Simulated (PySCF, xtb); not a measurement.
C4H5FSi, SMILES C#C/C=C\[SiH2]F.

GFN2-xTB run with xtb 6.7.1 at its own geometry gives an orbital gap of 3.69 eV and a dipole moment of 2.04 D.

Geometry: ωB97X-D3(BJ)/def2-SVP. The structure was generated by enumeration; whether it is a known compound was not checked. Other conformers were not sampled.

What does PBE/def2-TZVP run with PySCF give? (An estimate is asked for; the answer gives what the named calculation found.)

gap 3.97 eV (levels -6.50 and -2.54 eV), dipole 1.78 D.
